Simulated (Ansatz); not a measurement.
Reaction (SMILES): C[Si](C)(N)N -> C[Si](C)N + [NH2] (NH2) (the N-Si bond at the site shown breaks; other sites are not compared here)
Each molecule is optimised on its own at B3LYP-D3(BJ)/def2-TZVP (Ansatz, a first-principles code), one conformer each, not searched for the lowest.

Property: bond dissociation energy (electronic energy difference), in kJ/mol. Correlated levels leave the core frozen unless marked. UHF or UKS for open shells. Spin-orbit coupling is left out. No relativistic terms. CBS(X,Y): correlation extrapolated as X^-3; Hartree-Fock from the larger set. [CCSD(T)-MP2]/basis is that difference in the basis named.

```tsv
level	program	bond dissociation energy (kJ/mol)	minus last row
PBE/def2-TZVPD	Ansatz	443.1	-39.1
PBE-D3(BJ)/def2-TZVPD	Ansatz + dftd3	449.8	-32.4
PBE0/6-31G*	Ansatz	442.3	-39.9
wB97X-V/def2-TZVPD	Ansatz	473.4	-8.8
RI-MP2/CBS(cc-pV(T+d)Z,cc-pV(Q+d)Z)+[CCSD(T)-MP2]/cc-pV(D+d)Z	Ansatz	482.7	0.5
RI-MP2/CBS(cc-pV(T+d)Z,cc-pV(Q+d)Z)+[CCSD(T)-MP2]/cc-pV(Q+d)Z	Ansatz	482.4	0.2
CCSD(T)/CBS(cc-pV(T+d)Z,cc-pV(Q+d)Z)	Ansatz	482.2	0.0
```
